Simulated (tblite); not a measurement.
C4H12ClNSi2.
Z-matrix (Å and degrees, GFN2-xTB geometry), rows numbered from 1:
```
Si
C   1  1.9122
N   2  1.4574  1  115.42
Si  3  1.7123  2  123.72  1   -94.08
Cl  4  2.0147  3  107.70  2   -22.04
C   3  1.4237  2  112.58  1    70.98
C   6  1.4935  3  122.76  2  -164.62
C   7  1.5000  6   60.37  3   110.40
H   1  1.4632  2  108.93  3    50.27
H   1  1.4632  2  107.03  3   170.26
H   1  1.4643  2  110.55  3   -70.41
H   2  1.0967  1  109.93  3   122.26
H   2  1.0903  1  108.96  3  -121.48
H   4  1.4616  3  108.85  2  -138.18
H   4  1.4698  3  115.53  2    95.34
H   6  1.0883  3  111.47  2    50.50
H   7  1.0770  6  119.04  8  -107.25
H   7  1.0798  6  117.68  8   108.78
H   8  1.0787  6  117.39  7   107.13
H   8  1.0791  6  118.90  7  -108.49
```

Computed values, GFN2-xTB/tblite, gas phase, harmonic and unscaled. Errors from tens to a few hundred cm⁻¹ against measured bands are possible. Modes of hydrogen on silicon can be 10 to 20 % off. One conformer, not necessarily the lowest.

Harmonic wavenumbers (cm⁻¹): 41.3, 47.0, 79.3, 108.4, 139.5, 157.1, 190.8, 248.6, 327.5, 436.3, 442.0, 498.3, 504.1, 524.6, 547.0, 599.7, 667.7, 736.3, 746.0, 763.9, 780.6, 792.2, 797.8, 800.5, 807.9, 854.6, 937.2, 974.6, 1033.6, 1059.5, 1083.4, 1098.8, 1150.4, 1154.3, 1164.3, 1254.4, 1283.9, 1333.3, 1377.2, 1430.0, 1469.2, 1481.7, 2177.3, 2261.0, 2263.5, 2269.8, 2272.3, 2897.9, 2972.5, 2985.1, 3086.1, 3089.9, 3106.2, 3126.2.

A = 1382, B = 921.1, C = 612.1 MHz; mass 165.020 u (most abundant isotopes); point group C1, symmetry number 1.

Question: Zero-point energy?

Answer: ½Σν̃ = 32216 cm⁻¹ = 92.11 kcal/mol.

Question: Give the ideal-gas entropy at 200 K and 1 bar in the rigid-rotor, harmonic-oscillator model (classical rotation).

Answer: Translation 39.25, rotation 29.21, vibration 23.81: S = 92.3 cal/(mol K).

Question: And Cp and H(200 K) − H(0)?

Answer: Cp = 31.98 cal/(mol K), of which vibrations give 24.03 (their classical limit is 54 R = 107.3); H(200 K) − H(0) = 4.08 kcal/mol without the zero-point energy, 2.49 from vibrations.

Question: Which modes carry the vibrational entropy at 200 K?

Answer: 41.3 cm⁻¹: 4.41; 47.0 cm⁻¹: 4.15; 79.3 cm⁻¹: 3.13; 108.4 cm⁻¹: 2.53; 139.5 cm⁻¹: 2.06; 157.1 cm⁻¹: 1.85 cal/(mol K); the other 48 give 5.68 together.

Question: Blend soft modes into free rotors: weight 1/[1 + (100 cm⁻¹/ν̃)⁴] for the oscillator and the rest for a rotor with moment μB/(μ + B), μ = h/(8π²ν), B = 10⁻⁴⁴ kg m². What vibrational entropy results?

Answer: 21.57 cal/(mol K) in place of 23.81, which changes −T·S at 200 K by +0.45 kcal/mol.

Question: What must be added to the electronic energy to get the Gibbs energy at 200 K and 1 bar?

Answer: ZPE + [H(200 K) − H(0)] − T·S = 92.11 + 4.08 − 18.45 = 77.74 kcal/mol.

Hindered rotation and anharmonicity are outside this model. Other conformers, if any are populated, would add a mixing term that is left out. The structure is chiral; the term R ln 2 for an equal mix with its mirror image is left out.
